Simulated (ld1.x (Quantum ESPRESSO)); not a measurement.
Which change was made? (Mn, ultrasoft)

```json
{
  "Element": "manganese (Mn)",
  "Generator": "ld1.x (Quantum ESPRESSO) 7.5",
  "Type": "ultrasoft",
  "Functional": "PBE",
  "Relativity": "fully relativistic",
  "Frozen core": "[Ne]",
  "Valence charge": "15",
  "Reference configuration": "3s2 3p6 3d5 4s2 4p0",
  "Partial waves": "3s (bound): rcut 1.15, rcutus 1.20 bohr; 4s (bound): rcut 1.15, rcutus 1.20 bohr; 3p (bound): rcut 1.70, rcutus 1.85 bohr; 4p (bound, empty): rcut 1.70, rcutus 1.85 bohr; 3d (bound): rcut 0.75, rcutus 1.00 bohr; 3d channel at -0.1 Ry: rcut 0.75, rcutus 1.00 bohr",
  "Local potential": "all-electron potential smoothed inside 1.25 bohr (lloc = -2)",
  "Core correction": "a·sin(br)/r model core inside 0.45 bohr",
  "Augmentation charge": "PSQ, inside the norm-conserving radii"
}
```

Open shells are filled in proportion to 2j + 1 (rel_dist='average').

Cutoffs, loose and tight: the cutoffs (Ry, on a coarse ladder) from which the occupation-weighted sum of valence levels, in a spherical-Bessel basis at the reference potential, stays within 10 and 1 mRy of its value at 400 Ry. They do not see the model core or the augmentation charge, which bear on the density cutoff. Test errors are all-electron minus pseudo excitation energies from the reference, over the configurations 3s2 3p6 3d5 4s1 4p0; 3s2 3p6 3d5 4s0 4p0; 3s2 3p6 3d4 4s0 4p0; 3s2 3p6 3d5.5 4s1.5 4p0; 3s2 3p6 3d6 4s1 4p0; 3s2 3p5 3d5 4s2 4p0; 3s2 3p6 3d4 4s2 4p1; variants that change the core or the reference have their own tests. The largest error is taken over the tests solved by every variant that gives reliable tests at all, those not shown here included: 3s2 3p6 3d5 4s0 4p0; 3s2 3p6 3d5 4s1 4p0; 3s2 3p6 3d5.5 4s1.5 4p0; 3s2 3p6 3d6 4s1 4p0.

The base gives: outcome: generated; cutoff, loose: 100 Ry; cutoff, tight: 180 Ry; bound ghosts: none; largest test error (meV): -14.

After one change the result is: outcome: generated; cutoff, loose: 50 Ry; cutoff, tight: 80 Ry; bound ghosts: none; largest test error (meV): -18. Which change was it?
A. waves 3d (bound): rcut 0.75, rcutus 0.86 bohr; 3d channel at -0.1 Ry: rcut 0.75, rcutus 0.86 bohr
B. waves 3d (bound): rcut 0.64, rcutus 0.68 bohr; 3d channel at -0.1 Ry: rcut 0.64, rcutus 0.68 bohr
C. waves 3d (bound): rcut 0.75, rcutus 1.46 bohr; 3d channel at -0.1 Ry: rcut 0.75, rcutus 1.46 bohr
D. waves 3d (bound): rcut 0.75, rcutus 1.20 bohr; 3d channel at -0.1 Ry: rcut 0.75, rcutus 1.20 bohr

C. The others give: waves 3d (bound): rcut 0.64, rcutus 0.68 bohr; 3d channel at -0.1 Ry: rcut 0.64, rcutus 0.68 bohr → outcome: generated; cutoff, loose: 230 Ry; cutoff, tight: over 300 Ry; bound ghosts: none; largest test error (meV): -18 | waves 3d (bound): rcut 0.75, rcutus 1.20 bohr; 3d channel at -0.1 Ry: rcut 0.75, rcutus 1.20 bohr → outcome: generated; cutoff, loose: 70 Ry; cutoff, tight: 120 Ry; bound ghosts: none; largest test error (meV): -16 | waves 3d (bound): rcut 0.75, rcutus 0.86 bohr; 3d channel at -0.1 Ry: rcut 0.75, rcutus 0.86 bohr → outcome: generated; cutoff, loose: 140 Ry; cutoff, tight: 230 Ry; bound ghosts: none; largest test error (meV): -18.
